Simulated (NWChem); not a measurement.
All runs are NWChem calculations. System: CHF2 (+1), charge 1, spin multiplicity 1, at a geometry optimised with PBE0/def2-SVP. The structure started from a generated list of species. Level: TD-PBE/aug-cc-pVDZ.

Part of the output:

```
             Northwest Computational Chemistry Package (NWChem) 7.3.0
             --------------------------------------------------------

                                NWChem Input Module
                                -------------------

 Scaling coordinates for geometry "geometry" by  1.889725989
 (inverse scale =  0.529177249)

 Turning off AUTOSYM since
 SYMMETRY directive was detected!

                             Geometry "geometry" -> ""
                             -------------------------

 Output coordinates in angstroms (scale by  1.889725989 to convert to a.u.)

  No.       Tag          Charge          X              Y              Z
 ---- ---------------- ---------- -------------- -------------- --------------
    1 F                    9.0000     1.05206500     0.00000000    -0.22056700
    2 C                    6.0000     0.00000000     0.00000000     0.40876300
    3 F                    9.0000    -1.05206500     0.00000000    -0.22056700
    4 H                    1.0000     0.00000000     0.00000000     1.51763400

 Effective nuclear repulsion energy (a.u.)      74.5411763467

            Nuclear Dipole moment (a.u.)
            ----------------------------
        X                 Y               Z
 ---------------- ---------------- ----------------
     0.0000000000     0.0000000000     0.0000113384

      Symmetry information
      --------------------

 Group name             C2v
 Group number             16
 Group order               4
 No. of unique centers     3

      Symmetry unique atoms

     1    2    4


 Summary of "ao basis" -> "" (spherical)
 ------------------------------------------------------------------------------
       Tag                 Description            Shells   Functions and Types
 ---------------- ------------------------------  ------  ---------------------
 *                        aug-cc-pvdz                 on all atoms

  pbe96 is a nonlocal functional; adding pw91lda local functional.

                                 NWChem DFT Module
                                 -----------------

 Summary of "ao basis" -> "ao basis" (spherical)
 ------------------------------------------------------------------------------
       Tag                 Description            Shells   Functions and Types
 ---------------- ------------------------------  ------  ---------------------
 F                        aug-cc-pvdz                9       23   4s3p2d
 C                        aug-cc-pvdz                9       23   4s3p2d
 H                        aug-cc-pvdz                5        9   3s2p

 Summary of "ao basis" -> "ao basis" (spherical)
 ------------------------------------------------------------------------------
       Tag                 Description            Shells   Functions and Types
 ---------------- ------------------------------  ------  ---------------------
 F                        aug-cc-pvdz                9       23   4s3p2d
 C                        aug-cc-pvdz                9       23   4s3p2d
 H                        aug-cc-pvdz                5        9   3s2p

      Symmetry analysis of basis
      --------------------------

        a1         32
        a2          9
        b1         23
        b2         14

            General Information
            -------------------
          SCF calculation type: DFT
          Wavefunction type:  closed shell.
          No. of atoms     :     4
          No. of electrons :    24
           Alpha electrons :    12
            Beta electrons :    12
          Charge           :     1
          Spin multiplicity:     1
          Use of symmetry is: off; symmetry adaption is: on
          Maximum number of iterations: 100
          AO basis - number of functions:    78
                     number of shells:    32
          Convergence on energy requested:  1.00D-06
          Convergence on density requested:  1.00D-05
          Convergence on gradient requested:  5.00D-04

              XC Information
              --------------
          PerdewBurkeErnzerhof Exchange Functional  1.000
            Perdew 1991 LDA Correlation Functional  1.000 local
           PerdewBurkeErnz. Correlation Functional  1.000 non-local
[...]
  Root   3 singlet b1             0.368084310 a.u.               10.0161 eV
  ----------------------------------------------------------------------------
     Transition Moments    X -0.68403   Y -0.00000   Z  0.00000
     Transition Moments   XX  0.00000  XY -0.00000  XZ  0.61871
     Transition Moments   YY -0.00000  YZ  0.00000  ZZ  0.00000
     Dipole Oscillator Strength                    0.1148158980
     Electric Quadrupole                           0.0000001017
     Magnetic Dipole                               0.0000001954
     Total Oscillator Strength                     0.1148161950

          sigma_e =   1.1634 Angstrom
          sigma_h =   1.2258 Angstrom
         |d_h->e| =   0.4948 Angstrom
            d_exc =   1.7558 Angstrom
            d_CD1 =   0.5573 Angstrom
            d_CD2 =  -0.6998 Angstrom
            d_CD3 =   2.2506 Angstrom
     Pearson C.C. =   0.0064

     Occ.    7  b1  ---  Virt.   14  a1   0.05326 X
     Occ.   10  a2  ---  Virt.   13  b2  -0.97120 X
     Occ.   10  a2  ---  Virt.   13  b2   0.09620 Y
     Occ.   10  a2  ---  Virt.   25  b2   0.05679 X
     Occ.   11  b1  ---  Virt.   14  a1  -0.10140 X
     Occ.   11  b1  ---  Virt.   15  a1  -0.07662 X
     Occ.   11  b1  ---  Virt.   20  a1  -0.05908 X
     Occ.   11  b1  ---  Virt.   21  a1   0.05057 X
     Occ.   11  b1  ---  Virt.   23  a1   0.05887 X
     Occ.   12  a1  ---  Virt.   16  b1   0.14938 X
     Occ.   12  a1  ---  Virt.   19  b1  -0.07258 X
  ----------------------------------------------------------------------------
  Root   4 singlet b2             0.446876297 a.u.               12.1601 eV
  ----------------------------------------------------------------------------
     Transition Moments    X  0.00000   Y  0.12803   Z -0.00000
     Transition Moments   XX -0.00000  XY -0.00000  XZ  0.00000
     Transition Moments   YY -0.00000  YZ  0.55641  ZZ  0.00000
     Dipole Oscillator Strength                    0.0048837357
     Electric Quadrupole                           0.0000001471
     Magnetic Dipole                               0.0000021747
     Total Oscillator Strength                     0.0048860575

          sigma_e =   1.0978 Angstrom
          sigma_h =   1.1949 Angstrom
         |d_h->e| =   0.0242 Angstrom
            d_exc =   1.6373 Angstrom
            d_CD1 =   0.1213 Angstrom
            d_CD2 =  -1.1221 Angstrom
            d_CD3 =   1.6615 Angstrom
     Pearson C.C. =  -0.0180

     Occ.    6  a1  ---  Virt.   13  b2   0.09256 X
     Occ.    8  a1  ---  Virt.   13  b2  -0.99345 X
  ----------------------------------------------------------------------------
  Root   5 singlet a2             0.453940526 a.u.               12.3524 eV
  ----------------------------------------------------------------------------
     Transition Moments    X  0.00000   Y -0.00000   Z  0.00000
     Transition Moments   XX -0.00000  XY  0.57929  XZ  0.00000
     Transition Moments   YY  0.00000  YZ -0.00000  ZZ  0.00000
     Dipole Oscillator Strength                    0.0000000000
     Electric Quadrupole                           0.0000001672
     Magnetic Dipole                               0.0000070963
     Total Oscillator Strength                     0.0000072635

          sigma_e =   1.0974 Angstrom
          sigma_h =   1.2538 Angstrom
         |d_h->e| =   0.5078 Angstrom
            d_exc =   1.7524 Angstrom
            d_CD1 =   0.6642 Angstrom
            d_CD2 =  -0.6678 Angstrom
            d_CD3 =   2.2602 Angstrom
     Pearson C.C. =  -0.0133

     Occ.    7  b1  ---  Virt.   13  b2  -0.99926 X
  ----------------------------------------------------------------------------
  Root   6 singlet a1             0.459040370 a.u.               12.4911 eV
  ----------------------------------------------------------------------------
     Transition Moments    X  0.00000   Y  0.00000   Z -0.37714
     Transition Moments   XX  1.37700  XY  0.00000  XZ -0.00000
     Transition Moments   YY -0.41903  YZ  0.00000  ZZ -0.21630
     Dipole Oscillator Strength                    0.0435271023
     Electric Quadrupole                           0.0000004984
     Magnetic Dipole                               0.0000000000
     Total Oscillator Strength                     0.0435276006

          sigma_e =   1.1831 Angstrom
          sigma_h =   1.1510 Angstrom
         |d_h->e| =   0.4025 Angstrom
            d_exc =   1.7008 Angstrom
            d_CD1 =   0.4346 Angstrom
            d_CD2 =  -0.7645 Angstrom
            d_CD3 =   2.1033 Angstrom
     Pearson C.C. =  -0.0023

     Occ.    6  a1  ---  Virt.   14  a1  -0.06480 X
     Occ.    7  b1  ---  Virt.   16  b1  -0.07620 X
     Occ.    7  b1  ---  Virt.   19  b1   0.07177 X
     Occ.    8  a1  ---  Virt.   15  a1   0.06885 X
     Occ.    9  b2  ---  Virt.   13  b2   0.96525 X
     Occ.    9  b2  ---  Virt.   13  b2  -0.07217 Y
     Occ.   11  b1  ---  Virt.   16  b1  -0.12536 X
     Occ.   12  a1  ---  Virt.   14  a1  -0.11818 X
  ----------------------------------------------------------------------------
  Root   7 singlet a1             0.496520880 a.u.               13.5110 eV
  ----------------------------------------------------------------------------
     Transition Moments    X  0.00000   Y -0.00000   Z -0.68641
     Transition Moments   XX  0.50880  XY  0.00000  XZ  0.00000
     Transition Moments   YY  0.41034  YZ -0.00000  ZZ -1.50506
     Dipole Oscillator Strength                    0.1559617656
     Electric Quadrupole                           0.0000008402
     Magnetic Dipole                               0.0000000000
     Total Oscillator Strength                     0.1559626058

          sigma_e =   1.9990 Angstrom
          sigma_h =   1.2939 Angstrom
         |d_h->e| =   0.0942 Angstrom
            d_exc =   2.4303 Angstrom
            d_CD1 =   0.7994 Angstrom
            d_CD2 =  -1.5522 Angstrom
            d_CD3 =   2.5246 Angstrom
     Pearson C.C. =  -0.0440

     Occ.    8  a1  ---  Virt.   14  a1   0.06237 X
     Occ.    9  b2  ---  Virt.   13  b2   0.10188 X
     Occ.   11  b1  ---  Virt.   16  b1  -0.12879 X
     Occ.   12  a1  ---  Virt.   14  a1   0.96305 X
     Occ.   12  a1  ---  Virt.   15  a1   0.17071 X
     Occ.   12  a1  ---  Virt.   18  a1  -0.07887 X
  ----------------------------------------------------------------------------
  Root   8 singlet b1             0.505157031 a.u.               13.7460 eV
  ----------------------------------------------------------------------------
     Transition Moments    X  0.11893   Y -0.00000   Z -0.00000
     Transition Moments   XX  0.00000  XY -0.00000  XZ -0.23103
     Transition Moments   YY  0.00000  YZ  0.00000  ZZ -0.00000
     Dipole Oscillator Strength                    0.0047632816
     Electric Quadrupole                           0.0000000366
     Magnetic Dipole                               0.0000000262
     Total Oscillator Strength                     0.0047633445

          sigma_e =   1.8038 Angstrom
          sigma_h =   1.2469 Angstrom
         |d_h->e| =   1.2359 Angstrom
            d_exc =   2.5207 Angstrom
            d_CD1 =   1.7929 Angstrom
            d_CD2 =  -0.2894 Angstrom
            d_CD3 =   3.7566 Angstrom
     Pearson C.C. =  -0.0040

     Occ.   10  a2  ---  Virt.   13  b2   0.05840 X
     Occ.   11  b1  ---  Virt.   14  a1  -0.96761 X
     Occ.   11  b1  ---  Virt.   15  a1   0.20569 X
     Occ.   12  a1  ---  Virt.   16  b1  -0.10748 X

              Target root =      1
          Target symmetry = none
      Ground state energy =   -237.792912667835
        Excitation energy =      0.268701045271
     Excited state energy =   -237.524211622564

  stored tddft:energy   -237.52421162256374

 Task  times  cpu:       98.7s     wall:       98.7s

 Total times  cpu:       98.8s     wall:       98.8s
```

### Question
Write an NWChem input that would produce this output.

### Answer
One answer among several that fit: 
```
start mol
memory heap 200 mb stack 900 mb global 1100 mb
charge 1
geometry units angstroms nocenter noautoz
  F      1.052065     0.000000    -0.220567
  C      0.000000     0.000000     0.408763
  F     -1.052065     0.000000    -0.220567
  H      0.000000     0.000000     1.517634
  symmetry group C2v
end
basis spherical
  * library aug-cc-pvdz
end
dft
  xc xpbe96 cpbe96
  semidirect memsize 60000000 filesize 0
  iterations 100
end
tddft
  rpa
  nroots 8
  notriplet
  thresh 1e-4
end
task tddft energy
```
